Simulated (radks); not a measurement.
Results of a calculation; reference values are marked as such.
Question: Isoelectronic series with 40 electrons, each ion in its NIST ground configuration. Level of theory: scalar-relativistic Kohn-Sham, r2SCAN, spin-polarised, spherical densities, finite nucleus; open shells are filled with parallel spins first (spin-orbit coupling, left out, can overturn this in heavy ions); meta-GGA in the generalised Kohn-Sham scheme; Fermi nuclear charge, rms radius of each element as measured or else 0.836 A^(1/3) + 0.57 fm (a radial shooting solver on a logarithmic mesh with Libxc functionals). Total energies (hartree) and orbital eigenvalues (hartree) (* marks an orbital that is empty in some or all of the ions):

ion    configuration  E (hartree)     4d up    5s up*    4p down      4p up
Zr      [Kr] 4d2 5s2  -3599.06041  -0.15319  -0.17877   -1.19946   -1.25152
Nb+         [Kr] 4d4  -3820.00512  -0.37454  -0.35505   -1.46495   -1.57346
Mo2+        [Kr] 4d4  -4048.47279  -0.81225  -0.65541   -2.04179   -2.17433
Tc3+        [Kr] 4d4  -4284.40231  -1.34995  -1.01874   -2.72267   -2.87568
Ru4+        [Kr] 4d4  -4527.79612  -1.97414  -1.43820   -3.49164   -3.66286
Rh5+        [Kr] 4d4  -4778.67527  -2.67787  -1.91006   -4.34108   -4.52902
Pd6+        [Kr] 4d4  -5037.06109  -3.45704  -2.43205   -5.26676   -5.47035
Cd8+        [Kr] 4d4  -5576.47093  -5.23187  -3.62091   -7.33724   -7.56996
In9+        [Kr] 4d4  -5857.56255  -6.22433  -4.28600   -8.47910   -8.72561
Sn10+       [Kr] 4d4  -6146.29074  -7.28537  -4.99744   -9.69078   -9.95068
Sb11+       [Kr] 4d4  -6442.69643  -8.41419  -5.75483  -10.97164  -11.24463

Estimate the row of Ag7+ ([Kr] 4d4).

Answer: E (hartree) -5302.98358; 4d up -4.30899; 5s up* -3.00268; 4p down -6.26606; 4p up -6.48452.
